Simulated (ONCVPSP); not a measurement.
## What one change does to a pseudopotential (Cl, ONCV)

ONCVPSP 4.0.1 input, shortened (lines: element, Z, core and valence counts, functional; n l f; lmax; l rc ep ncon nbas qcut; lloc lpopt rc5 dvloc0; l nproj debl; icmod fcfact rcfact), PBE, scalar-relativistic:

```
  Cl 17.00    3    2        4      upf
    1    0    2.00
    2    0    2.00
    2    1    6.00
    3    0    2.00
    3    1    4.75
    2
    0    1.35    0.00    5    9    4.30
    1    1.15    0.00    3    8    6.80
    2    1.25    0.39    5    9    6.90
    4    3    0.90    1.00
    0    2    1.40
    1    2    2.60
    2    2    0.30
    3    3.00    1.75
```

Change: p: rc 1.02.

Cutoffs: the cutoffs (Ha) at which the residual kinetic energy of the hardest occupied pseudo-wave falls to 1 and 0.1 mHa per electron; they do not see the model core or the augmentation charge, which bear on the density cutoff. Errors are all-electron minus pseudo energies relative to the spin-unpolarised reference configuration.

Question: Predict the effect on cutoff, ghosts and configuration errors.

Answer: The potential gets harder (75 Ha and 114 Ha → 75 Ha and 218 Ha); of the 4 tests that both files solve, the error grows in 4 and shrinks in 0 by more than 15 % and 0.3 meV (median size 1.3 → 3.7 meV); neither file shows a bound ghost. A smaller radius makes the pseudo-wave follow the all-electron one further in, where it bends more sharply, so more plane waves are needed. That the errors move this way runs against the usual rule that smaller radii transfer better.

| quantity | base | changed |
| --- | --- | --- |
| cutoff, loose | 75 Ha | 75 Ha |
| cutoff, tight | 114 Ha | 218 Ha |
| loose cutoff by channel | s 75 Ha, p 12 Ha | s 75 Ha, p 23 Ha |
| bound ghosts | none | none |
| GHOST(+) flags under 300 eV | d at 148.2 eV, s at 161.1 eV | d at 148.2 eV, s at 161.1 eV |
| error for 3s2 3p5, meV [ΔE -2.47 eV] | +0.5 | +1.3 |
| error for 3s2 3p4, meV [ΔE 11.41 eV] | -1.2 | -4.1 |
| error for 3s2 3p3, meV [ΔE 36.86 eV] | -1.7 | -10 |
| error for 3s1 3p6, meV [ΔE 9.69 eV] | -1.4 | +3.3 |
| s: phases at 1.37 bohr within 0.05 rad from the reference energy up to (Ha; the scan ends near 5) | 4.6 | 4.6 |
| d: phases at 1.27 bohr within 0.05 rad from the reference energy up to (Ha; the scan ends near 5) | 4.7 | 4.7 |
| rms error of d²Exc/dni dnj with the model core, mHa | 2.85 | 2.85 |

Changed file: The cutoffs count occupied waves only; projector 2 of the p channel, the hardest unoccupied one, needs 268 Ha at the loose tolerance.
